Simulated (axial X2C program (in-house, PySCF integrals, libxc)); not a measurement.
## Spin–orbit effects along a row: molecules with Li, MP2

All values come from calculations with an axial X2C code built on PySCF integrals, spin-free (one-electron X2C) or two-component (2c: spin–orbit coupling with atomic mean-field Coulomb and Gaunt terms, which also bring small scalar terms), in Dyall basis sets with cores contracted in-house; open shells are unrestricted.

Basis sets: Ag dyall-cv3z, I dyall-cv3z, Li dyall-cv3z, Pd dyall-cv3z, Rb dyall-cv3z, Te dyall-cv3z. Frozen shells (counts by l): LiRb Rb 3s2p1d, Li 1s, 10 electrons correlated; LiPd Pd 4s3p1d, Li 1s, 11 electrons correlated; LiAg Ag 4s3p1d, Li 1s, 12 electrons correlated; LiTe Te 4s3p2d, Li 1s, 7 electrons correlated; LiI I 4s3p2d, Li 1s, 8 electrons correlated. Where the outer core of a metal is frozen, bonds come out longer and ionisation energies lower. Frozen cores can differ along the series, which adds to the trend.

```
molecule   spin-free state  Re (Å)  ωe (cm⁻¹)  De (eV)  2c state  Re 2c (Å)  ωe 2c (cm⁻¹)  De 2c (eV)
    LiRb    M_S = 0, Λ = 0   3.486      198.2     0.48     Ω = 0      3.485         198.2        0.48
    LiPd  M_S = 1/2, Λ = 0   2.228      431.0     1.23   Ω = 1/2      2.229         431.2        1.23
    LiAg                 ?       ?          ?        ?         ?          ?             ?           ?
    LiTe  M_S = 1/2, Λ = 1   2.517      448.8     2.40   Ω = 3/2      2.520         446.1        2.31
     LiI    M_S = 0, Λ = 0   2.422      487.3     3.68     Ω = 0      2.424         485.5        3.40
```

Question: Estimate the 2c Re and ωe of LiAg as the mean of its neighbours in the table.

Answer: Re ≈ 2.375 Å, ωe ≈ 438.6 cm⁻¹. The MP2 runs give the row below, so the estimate misses by 0.015 Å and 41.9 cm⁻¹.

| molecule | spin-free state | Re (Å) | ωe (cm⁻¹) | De (eV) | 2c state | Re 2c (Å) | ωe 2c (cm⁻¹) | De 2c (eV) |
| --- | --- | --- | --- | --- | --- | --- | --- | --- |
| LiAg | M_S = 0, Λ = 0 | 2.359 | 396.9 | 1.70 | Ω = 0 | 2.360 | 396.7 | 1.70 |

Each entry is the lowest single determinant of a limited PBE0 search at one distance. De goes to single-determinant-based atoms at the same level (for ions the charge split of lowest energy) and is withheld (n/a) where an atom does not fit its ground term or J level. Main or longest-lived isotopes.
